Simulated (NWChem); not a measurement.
# sulfur tetrafluoride (SF4); SMILES FS(F)(F)F

Computed with NWChem. Geometry: optimised at PBE0/def2-SVP. Ions are spin-unrestricted doublets at the neutral geometry; other ion states weren't tried. Functional: LC-ωPBE (HJS hole) with def2-SVP; rows give the range parameter ω in 1/bohr.

```json
[
 {"range parameter (1/bohr)": "0.20", "vertical ionisation energy, ΔSCF (eV)": "12.31", "−ε(HOMO) (eV)": "10.68", "ΔSCF minus −ε(HOMO) (eV)": "1.63"},
 {"range parameter (1/bohr)": "0.30", "vertical ionisation energy, ΔSCF (eV)": "(withheld)", "−ε(HOMO) (eV)": "(withheld)", "ΔSCF minus −ε(HOMO) (eV)": "(withheld)"},
 {"range parameter (1/bohr)": "0.35", "vertical ionisation energy, ΔSCF (eV)": "12.71", "−ε(HOMO) (eV)": "12.09", "ΔSCF minus −ε(HOMO) (eV)": "0.62"},
 {"range parameter (1/bohr)": "0.60", "vertical ionisation energy, ΔSCF (eV)": "13.29", "−ε(HOMO) (eV)": "13.58", "ΔSCF minus −ε(HOMO) (eV)": "-0.29"},
 {"range parameter (1/bohr)": "0.80", "vertical ionisation energy, ΔSCF (eV)": "13.57", "−ε(HOMO) (eV)": "14.26", "ΔSCF minus −ε(HOMO) (eV)": "-0.69"}
]
```

Question: Complete the blanks.

Answer: 
- 0.30, vertical ionisation energy, ΔSCF (eV): 12.57
- 0.30, −ε(HOMO) (eV): 11.67
- 0.30, ΔSCF minus −ε(HOMO) (eV): 0.90
